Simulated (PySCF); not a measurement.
Shapes and spin states of RhSe₂

These are results of PBE0 in PySCF with Rh def2-SVP with ECP28, Se def2-SVP; scalar-relativistic core potentials, no spin–orbit coupling; density-fitted integrals, not measurements.

Relaxations began from a few typed shapes and spin states; open shells are unrestricted. The search is not exhaustive: other isomers or separated fragments can lie lower, and high-lying points may rest on an excited occupation.

```json
{"spin": "quartet", "group": "C2v", "bonds": "Rh–Se 2.439 Å (×2), Se–Se 2.326 Å", "angles": "Rh–Se–Se 61.5° (×2), Se–Rh–Se 57.0°", "imaginary modes (cm⁻¹)": "none", "ΔE (kJ/mol)": "0.0", "ΔE with ZPE (kJ/mol)": "0.0"}
{"spin": "quartet", "group": "C2v", "bonds": "Rh–Se 2.206 Å (×2)", "angles": "Se–Rh–Se 105.2°", "imaginary modes (cm⁻¹)": "none", "ΔE (kJ/mol)": "11.7", "ΔE with ZPE (kJ/mol)": "12.5"}
{"spin": "doublet", "group": "C2v", "bonds": "Rh–Se 2.171 Å (×2)", "angles": "Se–Rh–Se 116.7°", "imaginary modes (cm⁻¹)": "none", "ΔE (kJ/mol)": "43.3", "ΔE with ZPE (kJ/mol)": "44.3"}
{"spin": "sextet", "group": "C2v", "bonds": "Rh–Se 2.314 Å (×2)", "angles": "Se–Rh–Se 104.4°", "imaginary modes (cm⁻¹)": "none", "ΔE (kJ/mol)": "89.9", "ΔE with ZPE (kJ/mol)": "89.6"}
{"spin": "sextet", "group": "D∞h", "bonds": "Rh–Se 2.372 Å (×2)", "angles": "Se–Rh–Se 180.0°", "imaginary modes (cm⁻¹)": "none", "ΔE (kJ/mol)": "96.2", "ΔE with ZPE (kJ/mol)": "95.7"}
{"spin": "quartet", "group": "D∞h", "bonds": "Rh–Se 2.293 Å (×2)", "angles": "Se–Rh–Se 180.0°", "imaginary modes (cm⁻¹)": "96i", "ΔE (kJ/mol)": "127.9", "ΔE with ZPE (kJ/mol)": "–"}
```

The lowest minimum found is the quartet C2v: Rh–Se 2.439 Å (×2), Se–Se 2.326 Å; Rh–Se–Se 61.5° (×2), Se–Rh–Se 57.0°.

For the lowest minimum: other spin states or occupations of the open shell can lie lower.

The electron or spin density has lower symmetry than the nuclear frame for the sextet D∞h at 96.2 kJ/mol, quartet D∞h at 127.9 kJ/mol.
